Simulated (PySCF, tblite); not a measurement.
Isomers of C4H9ClOSi. Method: GFN2-xTB as coded in tblite; computed harmonic values from a numerical Hessian at the method's own geometry, unscaled. This tight-binding method is rough: wavenumbers can miss measured ones by several per cent, in bad cases by 10 to 20. Modes of hydrogen on silicon can be 10 to 20 % off. One conformer each.

Electronic energies: PBE0-D3(BJ)/def2-SVP at its own geometries (PySCF, gas phase).

```json
{"SMILES": "CO[Si@@H](Cl)C1CC1", "electronic energy, lowest = 0 (kcal/mol)": "0.0"}
{"SMILES": "Cl[C@H]1COCC[SiH2]1", "electronic energy, lowest = 0 (kcal/mol)": "41.2"}
{"SMILES": "CO[C@@H]1C[C@@H]1[SiH2]Cl", "electronic energy, lowest = 0 (kcal/mol)": "33.8"}
{"SMILES": "CO[C@@H]1C[C@H]1[SiH2]Cl", "electronic energy, lowest = 0 (kcal/mol)": "34.3"}
{"SMILES": "C=CC[Si@@H](O)CCl", "electronic energy, lowest = 0 (kcal/mol)": "21.8"}
{"SMILES": "C=C(C)O[SiH2]CCl", "electronic energy, lowest = 0 (kcal/mol)": "31.5"}
```

Task: How do GFN2-xTB zero-point energies change the relative energies?

Result: 
| SMILES | ZPE (kcal/mol) | of it from modes above 1550 cm⁻¹ | electronic (kcal/mol) | with ZPE, lowest = 0 (kcal/mol) | lowest mode (cm⁻¹) | rings |
| --- | --- | --- | --- | --- | --- | --- |
| CO[Si@@H](Cl)C1CC1 | 76.9 | 38.0 | 0.0 | 0.0 | 18 | 1 |
| C=CC[Si@@H](O)CCl | 74.7 | 41.3 | 21.8 | 19.6 | 37 | 0 |
| C=C(C)O[SiH2]CCl | 73.8 | 39.6 | 31.5 | 28.4 | 42 | 0 |
| CO[C@@H]1C[C@@H]1[SiH2]Cl | 75.0 | 36.6 | 33.8 | 31.9 | 41 | 1 |
| CO[C@@H]1C[C@H]1[SiH2]Cl | 74.9 | 36.6 | 34.3 | 32.4 | 23 | 1 |
| Cl[C@H]1COCC[SiH2]1 | 76.1 | 35.9 | 41.2 | 40.4 | 85 | 1 |

The zero-point energies span 3.1 kcal/mol, from `C=C(C)O[SiH2]CCl` to `CO[Si@@H](Cl)C1CC1`. The order is unchanged.

Task: And how do the electronic energies of GFN2-xTB itself compare?

Result: `CO[Si@@H](Cl)C1CC1` 0.0; `C=CC[Si@@H](O)CCl` 36.4; `C=C(C)O[SiH2]CCl` 21.6; `CO[C@@H]1C[C@@H]1[SiH2]Cl` 28.1; `CO[C@@H]1C[C@H]1[SiH2]Cl` 29.5; `Cl[C@H]1COCC[SiH2]1` 42.7 kcal/mol, lowest = 0. Against the energies above, taken from the same isomer `CO[Si@@H](Cl)C1CC1`, the largest difference is 14.6 kcal/mol. The two levels were optimised apart and needn't hold the same conformer.

Task: What do entropy and thermal enthalpy add at 298.15 K and 1 bar (rigid rotor, harmonic oscillator, one conformer each)?

Result: 
```tsv
SMILES	point group	symmetry number	S (cal/(mol K))	H − H(0) (kcal/mol)	ZPE + H − H(0) − TS (kcal/mol)
C=CC[Si@@H](O)CCl	C1	1	102.3	7.02	51.2
CO[C@@H]1C[C@@H]1[SiH2]Cl	C1	1	96.3	6.41	52.7
Cl[C@H]1COCC[SiH2]1	C1	1	87.9	5.62	55.5
```

Not tabulated: `CO[Si@@H](Cl)C1CC1` (lowest mode only 18 cm⁻¹); `C=C(C)O[SiH2]CCl` (point group not settled); `CO[C@@H]1C[C@H]1[SiH2]Cl` (lowest mode only 23 cm⁻¹).
